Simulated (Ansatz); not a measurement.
Ansatz (an electronic-structure program) input (CCSD(T)/def2-SVPD):

Ansatz 0.2 input:
```yaml
crystal:
  periodic: [false, false, false]
  atoms:
    - {symbol: Sr, position_ang: [0.29501425, -0.11245517, -0.18468336]}
    - {symbol: F, position_ang: [-0.86562395, 1.63285047, -0.84768634]}
    - {symbol: F, position_ang: [-0.37999178, -1.15803974, 1.62746054]}
basis:
  gaussian:
    orbitals: def2-SVPD
total_charge: -1
magnetization: {spin_polarized: true, initial_magnetization: 1}
correlation: {method: ccsd_t, electrons: outside_noble_gas}
output: {forces: true}
```

Output:

```
Functional definition: HF
integrals: 0.08 GiB planned
702 factors; integrals over basis functions are off by at most 3.5e-4 eV
mean field: 0.16 GiB planned
mean field evaluation 1: about -6237.1338 eV, gradient 7.4e0 eV
mean field evaluation 2: about -6237.1396 eV, gradient 7.4e0 eV
mean field evaluation 4: about -6237.9611 eV, gradient 1.6e0 eV
mean field evaluation 8: about -6238.0654 eV, gradient 1.3e-2 eV
mean field evaluation 16: about -6237.9535 eV, gradient 1.6e0 eV
mean field evaluation 32: about -6237.0828 eV, gradient 6.6e-1 eV
mean field evaluation 64: about -6236.3938 eV, gradient 4.9e-1 eV
mean field evaluation 96: about -6236.9781 eV, gradient 3.4e-1 eV
mean field evaluation 128: about -6236.5326 eV, gradient 6.4e-1 eV
mean field evaluation 160: about -6235.6499 eV, gradient 2.2e0 eV
mean field -6238.06540410 eV, -229.2446752879 hartree, gradient 7.8e-7 eV, S^2 0.750137; 8 other end points of the search recorded, 0 dependent functions left out
determinant -6238.06540410 eV, -229.2446752879 hartree, with singles and doubles -6250.04451251 eV, -229.6848994023 hartree
determinant -6236.98457623 eV, -229.2049555966 hartree, with singles and doubles -6248.95954135 eV, -229.6450274479 hartree
determinant -6236.55464624 eV, -229.1891559608 hartree, with singles and doubles -6248.54859568 eV, -229.6299254728 hartree
determinant -6236.42728578 eV, -229.1844755502 hartree, with singles and doubles -6248.47208223 eV, -229.6271136553 hartree
determinant -6235.52566595 eV, -229.1513416325 hartree, with singles and doubles -6247.51662175 eV, -229.5920011304 hartree
determinant -6235.48998189 eV, -229.1500302676 hartree, with singles and doubles -6247.46797749 eV, -229.5902134870 hartree
6 core orbitals not correlated, not the lowest: weight in the atoms' cores, before any rotation towards them, 0.932 or more for the frozen orbitals, at most 0.054 for the correlated occupied ones
reference -6238.06540410 eV, -229.2446752879 hartree; 9, 8 occupied and 57, 58 virtual orbitals, 702 factors
densities: 0.44 GiB planned
second order -12.03649757 eV of doubles, -0.00000000 eV of singles
coupled cluster: 0.33 GiB planned
cycle   1  -11.98031102 eV  change   -1.2e-3 eV  update   1.1e-3
cycle   2  -11.97991577 eV  change    4.0e-4 eV  update   7.6e-4
cycle   3  -11.97964319 eV  change    2.7e-4 eV  update   5.0e-4
cycle   4  -11.97981734 eV  change   -1.7e-4 eV  update   9.0e-5
cycle   5  -11.97994820 eV  change   -1.3e-4 eV  update   4.5e-5
cycle   6  -11.97996062 eV  change   -1.2e-5 eV  update   1.5e-5
cycle   7  -11.97995726 eV  change    3.4e-6 eV  update   4.1e-6
cycle   8  -11.97995744 eV  change   -1.8e-7 eV  update   2.0e-6
cycle   9  -11.97995593 eV  change    1.5e-6 eV  update   5.5e-7
cycle  10  -11.97995526 eV  change    6.7e-7 eV  update   1.8e-7
perturbative correction -0.26080189 eV, -0.0095842926 hartree
the calculation of the forces begins
mean field evaluation 192: about -6238.0654 eV, gradient 7.8e-7 eV
Total energy: -6250.30616124 eV, -229.6945148160 hartree
Atom 0 at     0.295014    -0.112455    -0.184683 Å, force     0.549836    -0.209590    -0.344206 eV/Å
Atom 1 at    -0.865624     1.632850    -0.847686 Å, force    -0.348641     0.528474    -0.203644 eV/Å
Atom 2 at    -0.379992    -1.158040     1.627461 Å, force    -0.201195    -0.318885     0.547850 eV/Å
Dipole moment:    -0.279320     0.106473     0.174858 e Å
```
